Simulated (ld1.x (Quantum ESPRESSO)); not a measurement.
# chromium (Cr) TM: all-electron and pseudo phase curves

```
Element                 : Cr
Generator               : ld1.x (Quantum ESPRESSO) 7.5
Type                    : norm-conserving Troullier–Martins (Kleinman–Bylander form)
Functional              : PBE
Relativity              : scalar-relativistic
Frozen core             : [Ne] 3s2
Valence charge          : 12
Reference configuration : 3p6 3d5 4s0 4p0 (charge +1)
Partial waves           : 4s (bound, empty): rc 2.40 bohr; 3d (bound): rc 2.15 bohr; 3p (bound): rc 0.90 bohr
Local potential         : the p channel
Core correction         : none
```

The phase is arctan(r·u′/u) with u = r·R(r), unwrapped; energies in Ry, scanned from -6 to 5 Ry. A pole is an energy at which the radial function vanishes at the test radius. The pseudo phase is shifted by a multiple of π to meet the all-electron one at the reference energy, and phase errors are pseudo minus all-electron; the curves can meet again beyond the range given. Levels narrower than the energy grid can be missing from the lists of poles. n/a: not evaluated, since a narrow level or a reset projector energy made the automatic matching unsafe.

```
channel  radius (bohr)  reference energy (Ry)  poles, all-electron  poles, pseudo  unbroken range about the reference energy with phases within 0.05 rad  phase error 1 Ry above the reference energy (rad)
      s           2.59                  -0.73          -5.94, 1.57           1.45                                                                    n/a                                                n/a
      p           2.59                  -3.86          -3.82, 2.54    -3.82, 2.52                                                        the whole range                                             -0.000
      d           2.59                  -0.73          -0.50, 4.12    -0.50, 4.85                                                              below 0.7                                             +0.016
```

Note: ghost state, extra bound levels that the all-electron valence spectrum of the same l lacks: s at -64.9 eV. A true bound ghost makes a file unfit for plane-wave use.

Phases in the p channel:

| E (Ry) | all-electron | pseudo |
| --- | --- | --- |
| -6.00 | 1.396 | 1.396 |
| -5.48 | 1.385 | 1.385 |
| -4.96 | 1.370 | 1.370 |
| -4.44 | 1.345 | 1.345 |
| -3.92 | 0.967 | 0.966 |
| -3.40 | -1.778 | -1.778 |
| -2.88 | -1.819 | -1.819 |
| -2.36 | -1.860 | -1.860 |
| -1.84 | -1.916 | -1.916 |
| -1.32 | -2.008 | -2.008 |
| -0.80 | -2.191 | -2.192 |
| -0.28 | -2.679 | -2.683 |
| 0.24 | -3.731 | -3.739 |
| 0.76 | -4.307 | -4.311 |
| 1.28 | -4.518 | -4.521 |
| 1.80 | -4.623 | -4.625 |
| 2.32 | -4.690 | -4.691 |
| 2.84 | -4.740 | -4.742 |
| 3.36 | -4.784 | -4.787 |
| 3.88 | -4.829 | -4.833 |
| 4.40 | -4.884 | -4.889 |
| 4.92 | -4.961 | -4.971 |
